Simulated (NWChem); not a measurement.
System: CH₉NSi₂; SMILES [SiH3]CN[SiH3]

NWChem input:

```
start job
memory heap 200 mb stack 900 mb global 1100 mb
geometry units angstroms noautoz
  Si     0.125223    -2.197394    -0.110247
  C     -0.696444    -0.511874     0.181655
  N      0.294311     0.532621     0.358380
  Si     0.063736     2.185972    -0.113604
  H     -0.897426    -3.289371    -0.147238
  H      1.078458    -2.472395     1.011313
  H      0.890097    -2.192127    -1.392742
  H     -1.302821    -0.291398    -0.715282
  H     -1.424389    -0.585575     1.016592
  H      0.964051     0.347683     1.097575
  H     -1.004967     2.925425     0.641872
  H     -0.322035     2.228780    -1.557797
  H      1.361527     2.890418     0.106744
end
basis spherical
  * library 6-31g*
end
dft
  xc b3lyp
  iterations 150
  mulliken
end
task dft energy
```

Parts of the log:

```
             Northwest Computational Chemistry Package (NWChem) 7.3.0
             --------------------------------------------------------

 C1  symmetry detected

                             Geometry "geometry" -> ""
                             -------------------------

 Output coordinates in angstroms (scale by  1.889725989 to convert to a.u.)

  No.       Tag          Charge          X              Y              Z
 ---- ---------------- ---------- -------------- -------------- --------------
    1 Si                  14.0000     0.15036951    -2.19769792    -0.11015132
    2 C                    6.0000    -0.69191876    -0.51889615     0.16095054
    3 N                    7.0000     0.28583593     0.53546813     0.35097356
    4 Si                  14.0000     0.04818586     2.18485875    -0.13124659
    5 H                    1.0000    -0.86127574    -3.29933203    -0.16083896
    6 H                    1.0000     1.08635506    -2.45967634     1.02891746
    7 H                    1.0000     0.93747970    -2.18993452    -1.37910786
    8 H                    1.0000    -1.28453672    -0.30737411    -0.74726809
    9 H                    1.0000    -1.43364137    -0.59637282     0.98332544
   10 H                    1.0000     0.94423339     0.35950172     1.10244650
   11 H                    1.0000    -1.04040056     2.91701451     0.60263922
   12 H                    1.0000    -0.31264360     2.21879648    -1.58210687
   13 H                    1.0000     1.33531578     2.90222548     0.10904578

 Effective nuclear repulsion energy (a.u.)     215.2239205032

                                 NWChem DFT Module
                                 -----------------

 Summary of "ao basis" -> "ao basis" (spherical)
 ------------------------------------------------------------------------------
       Tag                 Description            Shells   Functions and Types
 ---------------- ------------------------------  ------  ---------------------
 Si                          6-31g*                  8       18   4s3p1d
 C                           6-31g*                  6       14   3s2p1d
 N                           6-31g*                  6       14   3s2p1d
 H                           6-31g*                  2        2   2s

            General Information
            -------------------
          SCF calculation type: DFT
          Wavefunction type:  closed shell.
          No. of atoms     :    13
          No. of electrons :    50
           Alpha electrons :    25
            Beta electrons :    25
          Charge           :     0
          Spin multiplicity:     1
          Use of symmetry is: off; symmetry adaption is: off
          Maximum number of iterations: 150
          AO basis - number of functions:    82
                     number of shells:    46
          Convergence on energy requested:  1.00D-06
          Convergence on density requested:  1.00D-05
          Convergence on gradient requested:  5.00D-04

              XC Information
              --------------
                         B3LYP Method XC Potential
                     Hartree-Fock (Exact) Exchange  0.200
                        Slater Exchange Functional  0.800 local
                    Becke 1988 Exchange Functional  0.720 non-local
              Lee-Yang-Parr Correlation Functional  0.810
                  VWN I RPA Correlation Functional  0.190 local

             Grid Information
             ----------------
          Grid used for XC integration:  medium
          Radial quadrature: Mura-Knowles
          Angular quadrature: Lebedev.
          Tag              B.-S. Rad. Rad. Pts. Rad. Cut. Ang. Pts.
          ---              ---------- --------- --------- ---------
          Si                  1.10       88          13.0       590
          C                   0.70       49          10.0       434
          N                   0.65       49          10.0       434
          H                   0.35       45          14.0       434
          Grid pruning is: on
          Number of quadrature shells:   679
          Spatial weights used:  Erf1

      Superposition of Atomic Density Guess
      -------------------------------------

 Sum of atomic energies:        -674.07270029

      Non-variational initial energy
      ------------------------------

 Total energy =    -675.992963
 1-e energy   =   -1357.858446
 2-e energy   =     466.641562
 HOMO         =      -0.268194
 LUMO         =       0.046898

     ---------------------------------------------
      Total Density - Mulliken Population Analysis
     ---------------------------------------------

    Atom       Charge   Shell Charges
 -----------   ------   -------------------------------------------------------
    1 Si  14    13.62   2.00  2.00  5.97  0.99  1.70  0.31  0.53  0.12
    2 C    6     6.43   2.00  0.70  1.91  0.63  1.14  0.04
    3 N    7     7.99   2.00  0.81  2.61  0.79  1.76  0.02
    4 Si  14    13.43   2.00  2.00  5.97  0.95  1.60  0.29  0.45  0.16
    5 H    1     1.06   0.47  0.59
    6 H    1     1.07   0.47  0.59
    7 H    1     1.06   0.47  0.59
    8 H    1     0.77   0.46  0.31
    9 H    1     0.78   0.47  0.31
   10 H    1     0.57   0.41  0.16
   11 H    1     1.09   0.48  0.61
   12 H    1     1.07   0.47  0.60
   13 H    1     1.07   0.47  0.59

   convergence    iter        energy       DeltaE   RMS-Dens  Diis-err
 ---------------- ----- ----------------- --------- --------- ---------
 d= 0,ls=0.0,diis     1   -677.2058669470 -8.92D+02  9.15D-03  3.46D-01
 d= 0,ls=0.0,diis     2   -677.2276456463 -2.18D-02  4.97D-03  1.98D-01
 d= 0,ls=0.0,diis     3   -677.2437264677 -1.61D-02  1.88D-03  6.12D-02
 d= 0,ls=0.0,diis     4   -677.2502237033 -6.50D-03  3.22D-04  6.59D-04
 d= 0,ls=0.0,diis     5   -677.2503083903 -8.47D-05  9.79D-05  1.00D-04
  Resetting Diis
 d= 0,ls=0.0,diis     6   -677.2503215049 -1.31D-05  2.27D-05  4.64D-06
 d= 0,ls=0.0,diis     7   -677.2503221637 -6.59D-07  5.26D-06  5.94D-08

         Total DFT energy =     -677.250322163668
      One electron energy =    -1361.822094470976
           Coulomb energy =      526.968613785210
    Exchange-Corr. energy =      -57.620761981097
 Nuclear repulsion energy =      215.223920503195

 Numeric. integr. density =       49.999997473637

                       DFT Final Molecular Orbital Analysis
                       ------------------------------------

 Vector   23  Occ=2.000000D+00  E=-3.372825D-01
              MO Center=  2.4D-01, -8.7D-01, -3.9D-01, r^2= 6.7D+00
   Bfn.  Coefficient  Atom+Function         Bfn.  Coefficient  Atom+Function
  ----- ------------  ---------------      ----- ------------  ---------------
     9      0.303177   1 Si pz               70     -0.260356   7 H  s
    69     -0.230039   7 H  s                55      0.195155   4 Si pz
    68      0.183477   6 H  s                67      0.155004   6 H  s
    23     -0.145321   2 C  pz               80     -0.143241  12 H  s
    78      0.132481  11 H  s                79     -0.130799  12 H  s

 Vector   24  Occ=2.000000D+00  E=-3.189112D-01
              MO Center= -9.9D-02, -3.7D-02,  9.0D-02, r^2= 5.1D+00
   Bfn.  Coefficient  Atom+Function         Bfn.  Coefficient  Atom+Function
  ----- ------------  ---------------      ----- ------------  ---------------
    22      0.312415   2 C  py                8     -0.268191   1 Si py
    26      0.166204   2 C  py               82      0.166899  13 H  s
    36     -0.164492   3 N  py               37      0.148325   3 N  pz
    72      0.144301   8 H  s                21     -0.141079   2 C  px
    54      0.137406   4 Si py               78     -0.136158  11 H  s

 Vector   25  Occ=2.000000D+00  E=-2.295143D-01
              MO Center= -3.9D-03,  4.3D-01,  2.7D-01, r^2= 2.7D+00
   Bfn.  Coefficient  Atom+Function         Bfn.  Coefficient  Atom+Function
  ----- ------------  ---------------      ----- ------------  ---------------
    37      0.371321   3 N  pz               41      0.324171   3 N  pz
    35     -0.307743   3 N  px               39     -0.273926   3 N  px
    78     -0.227890  11 H  s                74     -0.195260   9 H  s
    36      0.167842   3 N  py                8      0.153942   1 Si py
    40      0.146861   3 N  py               80      0.146195  12 H  s

 Vector   26  Occ=0.000000D+00  E= 1.915080D-02
              MO Center=  7.0D-02,  9.9D-01,  5.8D-02, r^2= 7.2D+00
   Bfn.  Coefficient  Atom+Function         Bfn.  Coefficient  Atom+Function
  ----- ------------  ---------------      ----- ------------  ---------------
    38      0.887312   3 N  s                58      0.832527   4 Si py
    24      0.611812   2 C  s                12     -0.467807   1 Si py
    59     -0.341747   4 Si pz               66     -0.332065   5 H  s
    82     -0.268786  13 H  s                76     -0.259054  10 H  s
    54      0.234322   4 Si py               56     -0.229940   4 Si s

 Vector   27  Occ=0.000000D+00  E= 3.594362D-02
              MO Center=  4.9D-02, -1.4D+00, -1.1D-01, r^2= 8.1D+00
   Bfn.  Coefficient  Atom+Function         Bfn.  Coefficient  Atom+Function
  ----- ------------  ---------------      ----- ------------  ---------------
    24      0.982950   2 C  s                12     -0.842430   1 Si py
    11      0.800709   1 Si px               59      0.367813   4 Si pz
    58     -0.363615   4 Si py               68     -0.354680   6 H  s
    38     -0.326573   3 N  s                10     -0.321079   1 Si s
    80      0.293555  12 H  s                70     -0.283607   7 H  s

 Vector   28  Occ=0.000000D+00  E= 6.920726D-02
              MO Center= -1.7D-01, -1.3D+00, -6.6D-02, r^2= 7.4D+00
   Bfn.  Coefficient  Atom+Function         Bfn.  Coefficient  Atom+Function
  ----- ------------  ---------------      ----- ------------  ---------------
    13      1.190177   1 Si pz               68     -0.907242   6 H  s
    70      0.784434   7 H  s                57     -0.547514   4 Si px
    82      0.449751  13 H  s                80     -0.445498  12 H  s
    59     -0.403975   4 Si pz               12     -0.363957   1 Si py
     9      0.293154   1 Si pz               72      0.190356   8 H  s

     ---------------------------------------------
      Total Density - Mulliken Population Analysis
     ---------------------------------------------

    Atom       Charge   Shell Charges
 -----------   ------   -------------------------------------------------------
    1 Si  14    13.64   2.00  2.00  5.96  1.00  1.90  0.25  0.37  0.15
    2 C    6     6.31   2.00  0.67  2.08  0.58  0.93  0.05
    3 N    7     7.69   2.00  0.76  2.54  0.82  1.55  0.02
    4 Si  14    13.52   2.00  2.00  5.96  0.97  1.83  0.22  0.33  0.21
    5 H    1     1.08   0.51  0.57
    6 H    1     1.08   0.51  0.57
    7 H    1     1.06   0.51  0.55
    8 H    1     0.84   0.52  0.31
    9 H    1     0.85   0.52  0.32
   10 H    1     0.67   0.51  0.17
   11 H    1     1.10   0.51  0.59
   12 H    1     1.09   0.51  0.57
   13 H    1     1.08   0.51  0.57

     -------------------------------------------
      Total Density - Lowdin Population Analysis
     -------------------------------------------

    Atom       Charge   Shell Charges
 -----------   ------   -------------------------------------------------------
    1 Si  14    13.73   2.00  1.98  5.89  0.71  1.72  0.38  0.86  0.20
    2 C    6     6.35   1.99  0.54  1.89  0.43  1.40  0.10
    3 N    7     7.47   1.99  0.68  2.39  0.53  1.83  0.05
    4 Si  14    13.67   2.00  1.98  5.88  0.67  1.66  0.37  0.81  0.28
    5 H    1     1.04   0.50  0.55
    6 H    1     1.05   0.50  0.55
    7 H    1     1.04   0.50  0.54
    8 H    1     0.85   0.50  0.36
    9 H    1     0.88   0.50  0.37
   10 H    1     0.75   0.47  0.27
   11 H    1     1.07   0.51  0.56
   12 H    1     1.05   0.50  0.55
   13 H    1     1.05   0.50  0.54

     Multipole analysis of the density
     ---------------------------------

     L   x y z        total         alpha         beta         nuclear
     -   - - -        -----         -----         ----         -------
     0   0 0 0     -0.000000    -25.000000    -25.000000     50.000000

     1   1 0 0     -0.121206     -0.060603     -0.060603      0.000000
     1   0 1 0     -0.081646     -0.040823     -0.040823     -0.000000
     1   0 0 1      0.277792      0.138896      0.138896     -0.000000

     2   2 0 0    -31.935893    -41.241266    -41.241266     50.546639
     2   1 1 0      0.749867      0.507763      0.507763     -0.265658
     2   1 0 1      1.140177      0.067594      0.067594      1.004990
     2   0 2 0    -34.366458   -342.573456   -342.573456    650.780454
     2   0 1 1     -0.030123      0.319548      0.319548     -0.669219
     2   0 0 2    -31.634770    -33.733532    -33.733532     35.832295
```

Level: B3LYP/6-31G* (spherical d). Geometry: optimised at PBE0/def2-SVP. No frequency run checked for a minimum.
